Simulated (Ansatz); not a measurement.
**A basis-limit estimate, worked out**

An elementary step of AlSiNH6OF, doublet (AlSiH₃OF ([F][Al][O][SiH3]) + NH₃ → AlNH₂F ([NH2][Al][F]) + SiH₄O ([OH][SiH3]) (still joined by a long Al–O bond); Al–O, H–N broken or loosened, Al–N, O–H formed or tightened). “Start” and “end” are the PBE0-D4/def2-TZVP structures reached by relaxing down either side of its saddle point, with the molecules still in contact.

Computed with Ansatz 0.2.0 (basis: def2-TZVPP and def2-QZVPP); correlated methods freeze the cores; orbitals are unrestricted.

Energies in eV:

| quantity | end | start |
| --- | --- | --- |
| Hartree–Fock, triple zeta (X = 3) | -20772.21929 | -20773.66770 |
| Hartree–Fock, quadruple zeta (X = 4) | -20773.00525 | -20774.46187 |
| MP2 correlation, X = 3 | -24.74025 | -24.53020 |
| MP2 correlation, X = 4 | -26.79201 | -26.56678 |
| CCSD(T) correlation, X = 3 | -26.48909 | -26.27763 |

(1) Work out the step energy at the basis limit: extrapolate Hartree–Fock as E(X) = E∞ + A exp(−7.88 √X) and the MP2 correlation as E(X) = E∞ + B X^−2.97 (the exponents that Neese and Valeev fitted for def2-TZVPP and QZVPP), then add CCSD(T) − MP2 in triple zeta.

T1 diagnostic: at most 0.014. ⟨S²⟩ of the unrestricted Hartree–Fock references: 0.75 (a pure state has 0.75).

## Answers

(1) Each step is linear, so take the differences first (end − start): Hartree–Fock 1.44841 (X = 3) and 1.45662 (X = 4); MP2 correlation -0.21005 and -0.22523; CCSD(T) correlation -0.21146.
Two points give E∞ = E(4) + w [E(4) − E(3)], with w = 1/(exp(7.88 (2 − √3)) − 1) = 0.1377 for Hartree–Fock and w = 1/((4/3)^2.97 − 1) = 0.7407 for the correlation.
Hartree–Fock: 1.45662 + 0.1377 × 0.00821 = 1.4578 eV.
MP2 correlation: -0.22523 + 0.7407 × (-0.01518) = -0.2365 eV.
CCSD(T) − MP2: -0.21146 − (-0.21005) = -0.0014 eV.
Sum: 1.4578 + (-0.2365) + (-0.0014) = 1.2199 eV, or 28.13 kcal/mol. Plain CCSD(T) in triple zeta gives 1.2369 eV, so the larger basis shifts the result by -0.0170 eV.

Labels in which every atom is bracketed show which atoms are joined, not bond orders.

For scale, one of the runs: CCSD(T)/def2-TZVPP, 261 basis functions, launched by `ansatz run in.yaml --threads 4 --pin off --events-out ev --progress --plain --max-ram 63488MiB --backend cuda --devices 0, --max-vram 37GiB`. Hardware: 4 CPU threads of an AMD EPYC 7R13 and a share of one NVIDIA H100, shared host. Wall time 12 s; peak host memory 0.87 GiB.
